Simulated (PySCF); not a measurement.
VF3, SMILES [F][V]([F])[F] (connectivity only; charge and spin as stated), neutral, multiplicity 3.

Coordinates come from a PBE-D3(BJ)/def2-SVP optimisation. The multiplicity is an assumed one; other spin states were not compared.

Computed with TDA-LC-ωPBE/def2-SVPD in PySCF 2.14.0.

Vertical excitations. Gas-phase values at a fixed geometry.

```
state    energy (eV)  λ (nm)      f                                  main pairs
-------  -----------  ------  -----  ------------------------------------------
root 1          0.40    3124  0.000                            α HOMO→LUMO 93 %
root 2          0.42    2922  0.000                          α HOMO−1→LUMO 97 %
root 3          1.49     832  0.000                          α HOMO→LUMO+1 97 %
root 4          1.86     666  0.000                          α HOMO→LUMO+2 96 %
root 5          1.91     650  0.001                        α HOMO−1→LUMO+1 98 %
root 6          2.29     540  0.002                        α HOMO−1→LUMO+2 94 %
root 7          6.37     195  0.000                          α HOMO−2→LUMO 96 %
root 8          6.44     193  0.000      α HOMO→LUMO+3 78 %, α HOMO→LUMO+7 18 %
root 9          6.80     182  0.000                          α HOMO−5→LUMO 96 %
root 10         6.82     182  0.000  α HOMO−1→LUMO+3 74 %, α HOMO−1→LUMO+7 14 %
```
Unrestricted roots are not spin-pure.
